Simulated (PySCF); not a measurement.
## PbO₂: from structure and modes to constants

These are results of PBE0 in PySCF with Pb def2-TZVP with ECP60, O def2-TZVP; scalar-relativistic core potentials, no spin–orbit coupling; density-fitted integrals, not measurements.

The singlet minimum has D∞h symmetry. Masses (u): Pb 207.97664, O 15.99492.

```xyz
3
charge 0 multiplicity 1, angstrom
Pb    0.0000    0.0000    0.0000
O     0.0000    0.0000    1.8687
O     0.0000    0.0000   -1.8687
```

Harmonic wavenumbers (cm⁻¹): 154.7 (πu, ×2), 735.6 (σg+, ×1), 822.8 (σu+, ×1).

Find the principal moments of inertia and the rotational constants. What kind of rotor is it?

About the centre of mass I = 111.71 u Å². With B = 16.8576/I this gives 0.1509 cm⁻¹. The molecule is linear.

What is the harmonic zero-point energy?

Half the sum of all 4 wavenumbers, 1868/2 = 934 cm⁻¹, which is 11.2 kJ/mol (1 cm⁻¹ = 0.0119627 kJ/mol).

Find the vibrational entropy and heat capacity at 298.15 K.

With u = 1.43878 ω/T, each mode gives S = R[u/(eᵘ−1) − ln(1−e⁻ᵘ)] and C = R u² eᵘ/(eᵘ−1)².
```tsv
ω (cm⁻¹)	u	S (J/(mol K))	C (J/(mol K))
154.7 (×2)	0.747	10.93	7.94
735.6	3.550	1.12	3.19
822.8	3.971	0.79	2.57
```
The sums over all modes are S = 23.8 and C = 21.6 J/(mol K); the softest mode gives 46 % of the entropy (each member, where degenerate).

Give the standard entropy (298.15 K, 1 bar) by its translational, rotational, vibrational and spin parts, and Cp.

Sackur–Tetrode with M = 239.97 u gives 177.2; rotation with symmetry number 2 gives 62.6; vibration 23.8; spin R ln 1 = 0.0. The total is 263.6 J/(mol K), and Cp = 7/2 R + 21.6 = 50.7 J/(mol K).

Find the bond force constant k and the stretch–stretch coupling k′ of the valence force field.

For linear XMX, 4π²c²ω(σg)² = (k + k′)/mX and 4π²c²ω(σu)² = (k − k′)(1 + 2mX/mM)/mX. So k + k′ = 5.100 and k − k′ = 5.530 mdyn/Å, giving k = 5.315 and k′ = -0.215 mdyn/Å.

No spin–orbit coupling is included, which matters more the heavier the element.
